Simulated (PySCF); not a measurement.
Geometry:
| atom | x (Å) | y (Å) | z (Å) |
| --- | --- | --- | --- |
| C1 | -2.448 | -0.551 | -0.027 |
| C2 | -1.141 | -0.385 | -0.213 |
| O3 | -0.382 | -1.472 | -0.525 |
| Si4 | 1.220 | -1.580 | -0.771 |
| C5 | 2.094 | -0.243 | 0.229 |
| C6 | 1.478 | 0.897 | 0.543 |
| Si7 | -0.264 | 1.289 | -0.053 |
| O8 | -1.078 | 2.299 | 0.932 |
| H9 | -2.923 | -1.513 | -0.125 |
| H10 | -3.071 | 0.288 | 0.220 |
| H11 | 1.499 | -2.922 | -0.269 |
| H12 | 1.510 | -1.401 | -2.198 |
| H13 | 3.103 | -0.421 | 0.585 |
| H14 | 1.995 | 1.637 | 1.148 |
| H15 | -0.288 | 2.028 | -1.313 |
| H16 | -1.310 | 2.059 | 1.825 |

- PBE0/pcSseg-1 with gauge-including orbitals
- geometry from GFN2-xTB
- program: PySCF
- one conformer, no solvent model, non-relativistic

Referencing at the same level of theory: 13C, 1H, 29Si vs TMS; 17O against H2O.

```json
{"atoms": "C6", "nucleus": "13C", "count": "1", "δ (ppm)": "160.4"}
{"atoms": "H15", "nucleus": "1H", "count": "1", "δ (ppm)": "5.08"}
{"atoms": "C2", "nucleus": "13C", "count": "1", "δ (ppm)": "?"}
{"atoms": "H9", "nucleus": "1H", "count": "1", "δ (ppm)": "?"}
{"atoms": "C5", "nucleus": "13C", "count": "1", "δ (ppm)": "?"}
{"atoms": "H11", "nucleus": "1H", "count": "1", "δ (ppm)": "?"}
{"atoms": "O3", "nucleus": "17O", "count": "1", "δ (ppm)": "108.6"}
{"atoms": "H16", "nucleus": "1H", "count": "1", "δ (ppm)": "1.45"}
{"atoms": "C1", "nucleus": "13C", "count": "1", "δ (ppm)": "?"}
{"atoms": "O8", "nucleus": "17O", "count": "1", "δ (ppm)": "29.0"}
{"atoms": "Si7", "nucleus": "29Si", "count": "1", "δ (ppm)": "-45.2"}
{"atoms": "H13", "nucleus": "1H", "count": "1", "δ (ppm)": "7.25"}
{"atoms": "H10", "nucleus": "1H", "count": "1", "δ (ppm)": "5.12"}
{"atoms": "H12", "nucleus": "1H", "count": "1", "δ (ppm)": "5.28"}
{"atoms": "H14", "nucleus": "1H", "count": "1", "δ (ppm)": "7.54"}
{"atoms": "Si4", "nucleus": "29Si", "count": "1", "δ (ppm)": "-36.8"}
```

**Question.** Fill in the missing shifts.

**Answer.** 
- C2: 165.8 ppm, alkene carbon bearing oxygen; an sp2 carbon further deshielded by the attached heteroatom
- C5: 157.6 ppm, alkene CH; as expected for a trigonal carbon in a double bond
- C1: 114.6 ppm, β carbon of an enol-ether or enamine type C=C; the O or N lone pair pushes π density onto this β carbon and shields it
- H9: 5.73 ppm, hydrogen on a β carbon of an enol-ether or enamine type C=C; olefinic region
- H11: 5.11 ppm, hydrogen on a silicon bonded to C, O, in a 6-membered ring

Exchangeable OH/NH protons stand at their gas-phase positions; hydrogen bonding in a real sample shifts them, mostly to higher δ. Shifts are as computed. Against solution values, carbons near 30 ppm lie about +3 ppm off and those near 130 ppm about +5 ppm. Of 1211 compounds with measured shifts, 218 miss one by over three times the rms of a fit or turn the order of signals round; such compounds aren't used in these exercises. Experimental scales use liquid or dissolved standards, which lie at an offset from isolated H2O (liquid H2O: subtract about 36 ppm).
